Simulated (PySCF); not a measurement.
# [La(OH)2]+ relaxed at several levels

Computed with PySCF 2.14.0, PBE0, def2-SVP on the ligands, density fitting, scalar-relativistic core potentials, no spin-orbit coupling, vacuum. Each row is relaxed at its own level from the same template. Distances are means of the shortest metal–ligand contacts, charges and spins Mulliken's; removal energies are rigid, with the ligand's formal charge and no counterpoise, so too large; for an anion taken off a cation in vacuum most of it is the attraction of opposite charges, and multiply charged cations can part far more cheaply with an electron moved from ligand to metal. lcecp potentials hold a fixed number of 4f electrons in the core, out of states, spins and gaps.

```csv
level,basis on the metal,point group,M–OH (Å),charge on M (e),HOMO–LUMO gap (eV),removal of one OH (eV),"strongest infrared band, degenerate modes summed (cm⁻¹)",unstable modes (below −25 cm⁻¹)
PBE0,def2-SVP with ECP46,C2v,2.088,1.41,6.71,16.79,526,0
```

Task: What does the calculation give for PBE0, lcecp-1-SVP with ECP46?

Result: point group: C2v, M–OH (Å): 2.066, charge on M (e): 1.49, removal of one OH (eV): 16.85, strongest infrared band, degenerate modes summed (cm⁻¹): 554, unstable modes (below −25 cm⁻¹): 0.
```xyz
5

La    0.0000    0.0000   -0.6712
O     1.6809   -0.0347    0.5290
H     2.3190   -0.0468    1.2519
O    -1.6809    0.0347    0.5290
H    -2.3190    0.0468    1.2519
```

One start shape was tried for each, so a minimum needn't be the lowest isomer.
